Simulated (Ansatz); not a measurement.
A first, cheap relaxation of `[TeH]C1=NC1`.

```yaml
crystal:
  periodic: [false, false, false]
  atoms:
    - {symbol: Te, position_ang: [-1.576800, 0.114200, -1.621600]}
    - {symbol: C, position_ang: [-0.281700, -0.329800, -0.076100]}
    - {symbol: N, position_ang: [-0.043600, -0.921500, 1.151100]}
    - {symbol: C, position_ang: [1.033600, -0.284000, 0.461400]}
    - {symbol: H, position_ang: [-2.009400, 1.645200, -0.854900]}
    - {symbol: H, position_ang: [1.236400, 0.704000, 0.897100]}
    - {symbol: H, position_ang: [1.702700, -0.996100, -0.002700]}
basis:
  gaussian: {orbitals: def2-SVP}
hamiltonian: {xc: pbe, dispersion: d4}
relax: {f_tol: 0.03, max_steps: 200}
```

```sh
$ ansatz run in.yaml --threads 2 --pin off --events-out ev --progress --plain --max-ram 4352MiB
```

Shortened log:

```
Functional definition: PBE
mean field -10895.01923369 eV, -400.3845719288 hartree, gradient 3.9e-5 eV, S^2 0.000000; 0 other end points of the search recorded, 0 dependent functions left out
relax step   1: F+E_penalty+E_count = -10895.17403854 eV  Δ(F+E_penalty+E_count) = +0.000e0 eV  max|allowed force component| = 4.506e0 eV/Å  Δτ_max = 0.0000 Å  (29 SCF iters, accepted)
mean field -10895.79649574 eV, -400.4131357822 hartree, gradient 1.8e-5 eV, S^2 0.000000; 0 other end points of the search recorded, 0 dependent functions left out
relax step   2: F+E_penalty+E_count = -10895.94972750 eV  Δ(F+E_penalty+E_count) = -7.757e-1 eV  max|allowed force component| = 2.447e0 eV/Å  Δτ_max = 0.1784 Å  (37 SCF iters, accepted)
mean field -10895.98191701 eV, -400.4199498885 hartree, gradient 2.4e-5 eV, S^2 0.000000; 0 other end points of the search recorded, 0 dependent functions left out
relax step   3: F+E_penalty+E_count = -10896.13461323 eV  Δ(F+E_penalty+E_count) = -1.849e-1 eV  max|allowed force component| = 1.286e0 eV/Å  Δτ_max = 0.1095 Å  (29 SCF iters, accepted)
mean field -10896.00418707 eV, -400.4207682977 hartree, gradient 1.7e-5 eV, S^2 0.000000; 0 other end points of the search recorded, 0 dependent functions left out
relax step   4: F+E_penalty+E_count = -10896.15636685 eV  Δ(F+E_penalty+E_count) = -2.175e-2 eV  max|allowed force component| = 1.857e-1 eV/Å  Δτ_max = 0.0498 Å  (31 SCF iters, accepted)
mean field -10896.03687822 eV, -400.4219696754 hartree, gradient 1.6e-5 eV, S^2 0.000000; 0 other end points of the search recorded, 0 dependent functions left out
relax step   5: F+E_penalty+E_count = -10896.18947778 eV  Δ(F+E_penalty+E_count) = -3.311e-2 eV  max|allowed force component| = 4.883e-1 eV/Å  Δτ_max = 0.1982 Å  (36 SCF iters, accepted)
mean field -10896.07654995 eV, -400.4234275846 hartree, gradient 1.7e-5 eV, S^2 0.000000; 0 other end points of the search recorded, 0 dependent functions left out
relax step   6: F+E_penalty+E_count = -10896.22911588 eV  Δ(F+E_penalty+E_count) = -3.964e-2 eV  max|allowed force component| = 7.121e-1 eV/Å  Δτ_max = 0.1953 Å  (36 SCF iters, accepted)
mean field -10896.12536095 eV, -400.4252213558 hartree, gradient 1.7e-5 eV, S^2 0.000000; 0 other end points of the search recorded, 0 dependent functions left out
relax step   7: F+E_penalty+E_count = -10896.27856349 eV  Δ(F+E_penalty+E_count) = -4.945e-2 eV  max|allowed force component| = 7.362e-1 eV/Å  Δτ_max = 0.1945 Å  (36 SCF iters, accepted)
mean field -10896.20052082 eV, -400.4279834302 hartree, gradient 1.7e-5 eV, S^2 0.000000; 0 other end points of the search recorded, 0 dependent functions left out
relax step   8: F+E_penalty+E_count = -10896.35452774 eV  Δ(F+E_penalty+E_count) = -7.596e-2 eV  max|allowed force component| = 2.403e-1 eV/Å  Δτ_max = 0.2000 Å  (36 SCF iters, accepted)
mean field -10896.22243379 eV, -400.4287887168 hartree, gradient 1.7e-5 eV, S^2 0.000000; 0 other end points of the search recorded, 0 dependent functions left out
relax step   9: F+E_penalty+E_count = -10896.37620883 eV  Δ(F+E_penalty+E_count) = -2.168e-2 eV  max|allowed force component| = 2.886e-1 eV/Å  Δτ_max = 0.1748 Å  (36 SCF iters, accepted)
mean field -10896.22239166 eV, -400.4287871686 hartree, gradient 1.8e-5 eV, S^2 0.000000; 0 other end points of the search recorded, 0 dependent functions left out
relax step  10: F+E_penalty+E_count = -10896.37694378 eV  Δ(F+E_penalty+E_count) = -7.350e-4 eV  max|allowed force component| = 2.003e-1 eV/Å  Δτ_max = 0.0592 Å  (31 SCF iters, accepted)
mean field -10896.22566370 eV, -400.4289074141 hartree, gradient 1.7e-5 eV, S^2 0.000000; 0 other end points of the search recorded, 0 dependent functions left out
relax step  11: F+E_penalty+E_count = -10896.37994742 eV  Δ(F+E_penalty+E_count) = -3.004e-3 eV  max|allowed force component| = 6.925e-3 eV/Å  Δτ_max = 0.0198 Å  (31 SCF iters, accepted)
mean field -10896.22566370 eV, -400.4289074141 hartree, gradient 1.7e-5 eV, S^2 0.000000; 1 other end points of the search recorded, 0 dependent functions left out
Total energy: -10896.37997682 eV, -400.4345783166 hartree
Atom 0 at    -2.142514     0.185819    -0.960677 Å, force     0.001751     0.006408    -0.001120 eV/Å
Atom 1 at    -0.418175    -0.386895     0.081758 Å, force    -0.004505    -0.004253     0.000469 eV/Å
Atom 2 at    -0.015255    -1.312320     0.853748 Å, force     0.001875    -0.005292     0.003616 eV/Å
Atom 3 at     0.971784    -0.186637     0.475968 Å, force     0.005210     0.000803     0.001335 eV/Å
Atom 4 at    -1.358601     1.549261    -1.553894 Å, force    -0.006925     0.001743    -0.006011 eV/Å
Atom 5 at     1.229913     0.538025     1.270477 Å, force    -0.000146     0.001810     0.004718 eV/Å
Atom 6 at     1.794047    -0.455254    -0.213079 Å, force     0.002740    -0.001219    -0.003007 eV/Å
Dipole moment:    -0.124149     0.409040    -0.320725 e Å
```

It took 14 s on 2 threads of an Intel Xeon on a shared host, with 0.17 GiB of host memory at the peak.
